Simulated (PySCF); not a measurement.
A structure optimised at PBE0-D3(BJ)/def2-SVP, used in a PySCF frequency run:

```xyz
5

F     -0.2144     1.8478     0.0000
C      0.4161     0.6766     0.0000
Br    -0.0296    -0.3073     1.6005
Br    -0.0296    -0.3073    -1.6005
H      1.5031     0.8246     0.0000
```

Q: Write its SMILES, formula and point group.

A: FC(Br)Br, CHBr2F, Cs

Q: What are its rotational constants (standard atomic weights)?

A: 5.5319, 1.2187, 1.0201 GHz
